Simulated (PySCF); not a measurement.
Calculated properties of `C=CC(F)(C#N)C#N`

Species: C₅H₃FN₂.
Bonds: C1–C2 (double), C2–C3, C3–F4, C3–C5, C5–N6 (triple), C3–C7, C7–N8 (triple). Hydrogens: H9, H10 on C1; H11 on C2.

Some functional groups and rings: nitrile, C=C double bond and C–F bond.

**PBE0-D3(BJ)/def2-SVP geometry optimisation, gas phase (PySCF)**

```
Point group                  : Cs
Rotational constants A, B, C : 2.277, 2.089, 1.442 GHz
```

wB97X-D/def2-SVPD ground state and vertical TDDFT (core frozen in the response) (PySCF):

```
Dipole moment                                                     : 3.95 D
HOMO energy                                                       : -11.06 eV
LUMO energy                                                       : 0.06 eV
HOMO–LUMO gap                                                     : 11.12 eV
Lowest singlet excitation                                         : 6.64 eV (187 nm, f = 0.001)
Strongest line among the 6 lowest singlet transitions             : S4 at 7.52 eV (165 nm, f = 0.385)
Static isotropic polarisability                                   : 66.5 au
Electronic spatial extent ⟨r²⟩ about the centre of nuclear charge : 873 bohr²
```

Monoisotopic mass from the formula: 110.0280 u.

The 6 singlets span 6.64 to 7.85 eV, and their oscillator strengths add up to 0.39. The polarisability is 9.86 Å³ as a volume (1 au = 0.148185 Å³), or 1.19 au for each of the 56 electrons. The principal polarisabilities are 52.0, 68.7 and 78.8 au; their mean is the isotropic value. S1 lies 4.48 eV below the HOMO–LUMO gap; its leading configuration is HOMO→LUMO, weight 0.85. No computed singlet falls in the visible range (750 to 380 nm, 1.65 to 3.26 eV); S1 lies 3.38 eV above its blue end. The dipole equals about 13.2 × 10⁻³⁰ C·m (1 D = 3.33564 × 10⁻³⁰ C·m). The largest Löwdin shares of the HOMO are 0.40 on C2, 0.37 on C1 and 0.04 on C3. With B = h/(8π²I), that is 505.379 GHz u Å² over I, the principal moments of inertia are 221.9, 241.9 and 350.5 u Å² (most abundant isotopes); the inertial defect Ic − Ia − Ib is -113.3 u Å² (zero for a rigid planar frame, negative otherwise).

Conformer computed: `[CH2:1]=[CH:2][C:3]([F:4])([C:5]#[N:6])[C:7]#[N:8]`: C1–C2–C3–F4 0°.

One conformer stands for the species.
